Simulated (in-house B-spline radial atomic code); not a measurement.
## PBE excitations of Fe⁸⁺

Method: PBE. Computed with a B-spline radial code for spherical atoms: linear response of the closed shell [Ne] 3s2 3p6 with the functional's adiabatic kernel; scalar-relativistic (spin-free one-electron X2C), finite nucleus, no spin-orbit coupling, no double excitations, S, P, D and F terms only. Only terms of natural parity with L up to 3 were computed.

Command:
```bash
python run_td.py task.json out
```
Settings (radii: box in bohr, nucleus in fm):
```
Z                        26
electrons                18
configuration            [Ne] 3s2 3p6
hamiltonian              x2c
method                   pbe,pbe
box_radius               11.59
rms_radius               3.7377
intervals                70
```

Time taken, with all properties: 0.7 s on 1 thread of Arm Neoverse N1, on a shared host.

The lowest states, in the order of their Tamm-Dancoff energies; the method's threshold (minus the highest occupied level) is 220.38 eV. Labels give the largest channel, * marks a mixed state, and oscillator strengths are full-response dipole values. Semilocal kernels can invert the small singlet-triplet splittings of Rydberg terms. Energies in eV:

```json
{"state": "3p → 3d 3P", "full response": "51.20", "Tamm-Dancoff": "51.37", "oscillator strength": "-"}
{"state": "3p → 3d 3F", "full response": "?", "Tamm-Dancoff": "?", "oscillator strength": "-"}
{"state": "3p → 3d 1F", "full response": "56.50", "Tamm-Dancoff": "56.53", "oscillator strength": "-"}
{"state": "3p → 3d 1P", "full response": "72.46", "Tamm-Dancoff": "75.50", "oscillator strength": "2.92"}
{"state": "3s → 3d 3D", "full response": "88.63", "Tamm-Dancoff": "88.70", "oscillator strength": "-"}
{"state": "3s → 3d 1D", "full response": "94.20", "Tamm-Dancoff": "94.34", "oscillator strength": "-"}
{"state": "3p → 4s 3P", "full response": "114.75", "Tamm-Dancoff": "114.77", "oscillator strength": "-"}
{"state": "3p → 4s 1P", "full response": "115.84", "Tamm-Dancoff": "115.88", "oscillator strength": "0.299"}
{"state": "3p → 4p 3S", "full response": "125.48", "Tamm-Dancoff": "125.51", "oscillator strength": "-"}
{"state": "3p → 4p 3D", "full response": "126.39", "Tamm-Dancoff": "126.40", "oscillator strength": "-"}
{"state": "3p → 4p 1D", "full response": "127.15", "Tamm-Dancoff": "127.15", "oscillator strength": "-"}
{"state": "3p → 4p 1S", "full response": "131.89", "Tamm-Dancoff": "132.19", "oscillator strength": "-"}
{"state": "3p → 4d 3P", "full response": "143.72", "Tamm-Dancoff": "143.74", "oscillator strength": "-"}
{"state": "3p → 4d 3F", "full response": "143.93", "Tamm-Dancoff": "143.94", "oscillator strength": "-"}
{"state": "3p → 4d 1F", "full response": "144.37", "Tamm-Dancoff": "144.38", "oscillator strength": "-"}
{"state": "3p → 4d 1P", "full response": "?", "Tamm-Dancoff": "?", "oscillator strength": "?"}
{"state": "3s → 4s 3S", "full response": "150.60", "Tamm-Dancoff": "150.61", "oscillator strength": "-"}
{"state": "3s → 4s 1S", "full response": "152.94", "Tamm-Dancoff": "153.07", "oscillator strength": "-"}
{"state": "3p → 4f 3D", "full response": "157.19", "Tamm-Dancoff": "157.21", "oscillator strength": "-"}
{"state": "3p → 4f 1D", "full response": "159.02", "Tamm-Dancoff": "159.06", "oscillator strength": "-"}
{"state": "3s → 4p 3P", "full response": "162.32", "Tamm-Dancoff": "162.33", "oscillator strength": "-"}
{"state": "3s → 4p 1P", "full response": "163.22", "Tamm-Dancoff": "163.25", "oscillator strength": "0.108"}
```

(1) Where does 3p → 4d 1P lie?

(2) Where does 3p → 3d 3F lie?

(3) How large is the singlet-triplet splitting of 3p → 3d (F terms) in Tamm-Dancoff?

(4) What polarisabilities and dispersion coefficient does the method give?

Answers

(1) At 145.23 eV in full response, 145.29 eV in Tamm-Dancoff, oscillator strength 0.477.

(2) At 51.75 eV in full response, 51.94 eV in Tamm-Dancoff.

(3) 4.59 eV, from the unrounded values.

(4) Dipole 0.4935 bohr³, quadrupole 0.3077 bohr⁵, C6 0.5687 hartree·bohr⁶ for two such species.
